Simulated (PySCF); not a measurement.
Relaxation of triplet [IrS2]+

Computed with PySCF, UPBE, basis Ir def2-SVP with ECP60, S def2-SVP (scalar-relativistic core potentials, no spin–orbit coupling, density fitting). A (50,194) grid was used.

A hand-made end-on start, of Cs symmetry, held to at least that symmetry:

```xyz
3
charge 1 multiplicity 3, angstrom
Ir   -0.2209    0.0000   -0.7038
S    -0.2209    0.0000    1.6137
S     1.5539    0.0000    2.6337
```

Optimiser trace:
```csv
step,E − E(last) (kJ/mol),largest gradient (Eh/bohr)
0,44.54,0.04345
1,8.97,0.02700
2,2.08,0.01481
3,0.31,0.00191
4,0.09,0.00121
5,0.00,0.00026
6,0.00,0.00005
```

It ends at Cs with Ir–S 2.124 Å, S–S 1.926 Å; Ir–S–S 114.5° (after a last refinement on a finer grid). A frequency run shows a minimum.

Final geometry:
```xyz
3
charge 1 multiplicity 3, angstrom
Ir   -0.1894    0.0000   -0.6386
S    -0.2910    0.0000    1.4830
S     1.4214    0.0000    2.3636
```

Open d and f shells are described by one determinant, and the ground state may have another occupation or spin. Spin–orbit coupling, left out here, can matter for elements this heavy.

The relaxation took 8.7 s on 2 threads of a shared Arm Neoverse V2 host, with 68 basis functions and 7 gradients; the process peaked at 0.37 GiB.
